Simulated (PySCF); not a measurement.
**One molecule, a ladder of functionals, a line**

Molecule: `C=N[SiH]1CC1`, C$_{3}$H$_{7}$NSi.

Bonds (- single, = double, # triple, : aromatic): C1=N2 1.263 Å, N2-Si3 1.739 Å, Si3-C4 1.852 Å, C4-C5 1.542 Å, C5-Si3 1.852 Å. C1 carries H6, H7; Si3 carries H8; C4 carries H9, H10; C5 carries H11, H12. H9, H11 are cis to N2 on the ring; H6 is cis to Si3; H10, H12 are trans to N2 on the ring; H7 is trans to Si3.

GIAO shieldings (ppm, equivalent atoms averaged) in PySCF on the PBE0-D3(BJ)/def2-SVP geometry, basis pcSseg-2, gas phase, non-relativistic:

```csv
functional,exact exchange (%),σ(C1),σ(C4/C5),σ(Si3)
BLYP,0,-1.8,174.6,406.3
BP86,0,0.5,178.1,415.2
PBE,0,0.0,178.6,416.2
B3LYP,20,-0.3,181.0,418.9
PBE0,25,2.2,186.0,431.7
mPW1PW91,25,1.8,185.2,430.5
HF,100,14.1,199.0,469.2
```

(1) Fit each shielding as a line in the percentage of exact exchange.

(2) What does the line predict for BHandHLYP (50 %), and what does the run give?

## Answers

(1) σ(C1) = -1.2 + 0.15 x (rms 1.2 ppm); σ(C4/C5) = 177.9 + 0.22 x (rms 1.8 ppm); σ(Si3) = 413.0 + 0.57 x (rms 4.2 ppm). The functionals also differ in their semilocal parts, which the line can't hold; Hartree–Fock has no correlation at all.

(2) σ(C1): 6.3 predicted, 3.6 computed; σ(C4/C5): 188.9 predicted, 188.8 computed; σ(Si3): 441.5 predicted, 437.1 computed ppm.
